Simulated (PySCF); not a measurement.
B₂HO₂, B₂H₃NO, CH₂BFN, BFH₃NSi and others (calculated)

Computed with PySCF 2.14.0. Calculation on a computer-drawn molecule: optimised geometry and harmonic frequencies of an isolated molecule of the commonest isotopes, restricted reference for singlets and unrestricted otherwise, frozen core in MP2.

Common to all runs: charge 0.

```json
{"entry": 1, "formula": "B2HO2", "start_structure": {"atoms_angstrom": [["B", 0.0445, 0.8285, -0.2916], ["O", -0.9311, 0.149, -0.8489], ["B", -1.8362, -0.4358, -1.4349], ["O", -2.713, -0.9311, -2.0504], ["H", 0.8736, 0.241, 0.4112]]}, "given": {"multiplicity": 2, "method": "HF", "basis": "cc-pVDZ", "drawn_bonds_atom": [1, 2, 3, 1], "drawn_bonds_other_atom": [2, 3, 4, 5], "drawn_bonds_order": [1, 1, 2, 1]}, "results": {"optimised_atom_element": ["B", "O", "B", "O", "H"], "optimised_atom_x [angstrom]": [-0.008259, -0.8083, -1.85, -2.794, 0.8981], "optimised_atom_y [angstrom]": [0.715, -0.3478, -0.4771, -0.6419, 0.6034], "optimised_atom_z [angstrom]": [-0.3661, -0.6498, -1.448, -2.156, 0.406], "modes_frequency [cm^-1]": [183.6, 297.8, 581.3, 581.9, 895.8, 1108, 1377, 2225, 2739], "modes_reduced_mass [dalton]": [5.344, 1.165, 10.87, 7.976, 3.266, 1.648, 12.28, 11.96, 1.095], "rotational_constants [GHz]": [113.1, 4.787, 4.592], "total_energy [hartree]": -199.7522, "spin_squared": 0.753, "convergence_status_largest_gradient_component [hartree/bohr]": 1.649e-05}}
{"entry": 2, "formula": "B2H3NO", "start_structure": {"atoms_angstrom": [["B", -1.1364, 0.5024, -1.7774], ["N", -0.3073, -0.4248, -1.2873], ["B", 0.4733, -1.3269, -0.7907], ["O", 1.3599, -2.2329, -0.3359], ["H", -0.8777, 0.9583, -2.825], ["H", -2.0312, 0.8598, -1.0955], ["H", 1.2178, -2.5913, 0.4803]]}, "given": {"multiplicity": 1, "method": "HF", "basis": "cc-pVDZ", "drawn_bonds_atom": [1, 2, 3, 1, 1, 4], "drawn_bonds_other_atom": [2, 3, 4, 5, 6, 7], "drawn_bonds_order": [1, 2, 1, 1, 1, 1]}, "results": {"optimised_atom_element": ["B", "N", "B", "O", "H", "H", "H"], "optimised_atom_x [angstrom]": [-1.116, -0.2356, 0.5348, 1.362, -0.9464, -2.056, 1.156], "optimised_atom_y [angstrom]": [0.5068, -0.4626, -1.331, -2.247, 0.9954, 0.8615, -2.579], "optimised_atom_z [angstrom]": [-1.763, -1.275, -0.8139, -0.3486, -2.85, -1.096, 0.5142], "modes_frequency [cm^-1]": [133.6, 158.8, 304.6, 454.1, 539.9, 821.3, 1023, 1073, 1112, 1298, 1451, 2202, 2642, 2696, 4145], "modes_reduced_mass [dalton]": [4.568, 3.223, 1.072, 4.34, 11.51, 5.001, 1.359, 1.289, 1.36, 1.358, 3.961, 11.67, 1.052, 1.128, 1.066], "rotational_constants [GHz]": [175.9, 3.76, 3.681], "total_energy [hartree]": -180.5178, "convergence_status_largest_gradient_component [hartree/bohr]": 1.661e-05}}
{"entry": 3, "formula": "CH2BFN", "start_structure": {"atoms_angstrom": [["C", -0.4508, 1.1134, 0.3575], ["N", -0.2752, -0.0975, 0.9326], ["B", -0.1157, -1.1996, 1.4564], ["F", 0.0528, -2.3611, 2.0085], ["H", -0.9638, 1.1838, -0.5911], ["H", -0.0752, 1.9979, 0.852]]}, "given": {"multiplicity": 2, "method": "MP2", "basis": "cc-pVDZ", "drawn_bonds_atom": [1, 2, 3, 1, 1], "drawn_bonds_other_atom": [2, 3, 4, 5, 6], "drawn_bonds_order": [1, 2, 1, 1, 1]}, "results": {"total_energy [hartree]": null}}
{"entry": 4, "formula": "BFH3NSi", "start_structure": {"atoms_angstrom": [["F", 0.2513, 0.5003, -3.6287], ["B", -0.781, -0.2733, -3.2451], ["N", -0.6318, -1.1878, -2.2136], ["Si", -0.48, -2.2149, -1.0621], ["H", -1.8122, -0.1221, -3.8402], ["H", -0.7454, -1.9057, 0.3501], ["H", -0.0652, -3.6109, -1.2604]]}, "given": {"multiplicity": 1, "method": "MP2", "basis": "cc-pV(D+d)Z", "drawn_bonds_atom": [1, 2, 3, 2, 4, 4], "drawn_bonds_other_atom": [2, 3, 4, 5, 6, 7], "drawn_bonds_order": [1, 1, 2, 1, 1, 1]}, "results": {"rotational_constants [GHz]": null, "total_energy [hartree]": null}}
{"entry": 5, "formula": "AlBHO", "start_structure": {"atoms_angstrom": [["O", -2.5338, 0.2542, 0.4394], ["B", -1.507, 0.6932, 0.2099], ["Al", 0.4702, 1.3258, -0.0441], ["H", 0.7844, 1.9285, -1.4944]]}, "given": {"multiplicity": 2, "method": "HF", "basis": "cc-pV(D+d)Z", "drawn_bonds_atom": [1, 2, 3], "drawn_bonds_other_atom": [2, 3, 4], "drawn_bonds_order": [2, 1, 1]}, "results": {"rotational_constants [GHz]": null}}
```

Questions
1. Give the missing total energy for CH₂BFN (entry 3).
2. Give the missing rotational constants for BFH₃NSi (entry 4).
3. What total energy does the calculation give for BFH₃NSi (entry 4)?
4. AlBHO (entry 5): rotational constants?
5. Give the table of modes values for AlBHO (entry 5).

## Answers
1. -218.1584 hartree
2. 36.38, 2.477, 2.387 GHz
3. -469.8491 hartree
4. 272.7, 4.086, 4.026 GHz
5. 
Modes:
```tsv
frequency (cm⁻¹)	reduced mass (dalton)
278.5	4.125
283.8	11.5
450.8	12.06
614.3	1.324
1970	1.047
2107	12.01
```

Further results for CH₂BFN (entry 3):

| Property | Result |
| --- | --- |
| rotational constants | 277.8, 3.581, 3.535 GHz |
| spin squared | 0.7888 |
| convergence status largest gradient component | 1.496e-05 hartree/bohr |

Optimised structure:
```xyz
6
CH2BFN
C     -0.4523     1.1251     0.3519
N     -0.2762    -0.0897     0.9290
B     -0.1134    -1.2148     1.4637
F      0.0574    -2.3940     2.0240
H     -0.9706     1.1936    -0.6054
H     -0.0727     2.0166     0.8528
```

Modes:
```tsv
frequency (cm⁻¹)	reduced mass (dalton)
160.3	3.843
204.1	10.31
261.4	1.182
394.8	11.66
412.5	11.6
779	7.762
1136	1.29
1348	4.792
1508	1.246
2194	11.95
3214	1.046
3343	1.125
```

Further results for BFH₃NSi (entry 4):

| Item | Value |
| --- | --- |
| convergence status largest gradient component | 3.545e-05 hartree/bohr |

Optimised structure:
```xyz
7
BFH3NSi
F      0.2603     0.5270    -3.6530
B     -0.7772    -0.2563    -3.2615
N     -0.6191    -1.1784    -2.2177
Si    -0.4791    -2.2336    -1.0418
H     -1.8276    -0.1282    -3.8408
H     -0.7540    -1.9115     0.3707
H     -0.0676    -3.6334    -1.2559
```

Modes:
```tsv
frequency (cm⁻¹)	reduced mass (dalton)
60.8	3.478
127.9	8.279
299.6	1.212
478.8	11.57
647.6	1.162
701.3	1.213
827.4	4.292
921.3	1.591
1031	1.103
1098	1.467
1245	3.618
1578	10.7
2318	1.029
2331	1.057
2679	1.094
```

Further results for AlBHO (entry 5):

| Quantity | Value |
| --- | --- |
| total energy | -342.0671 hartree |
| spin squared | 0.7551 |
| convergence status largest gradient component | 3.113e-05 hartree/bohr |

Optimised structure:
```xyz
4
AlBHO
O     -2.6067     0.2466     0.4586
B     -1.5105     0.6500     0.2364
Al     0.4933     1.3553    -0.0796
H      0.8377     1.9498    -1.5046
```
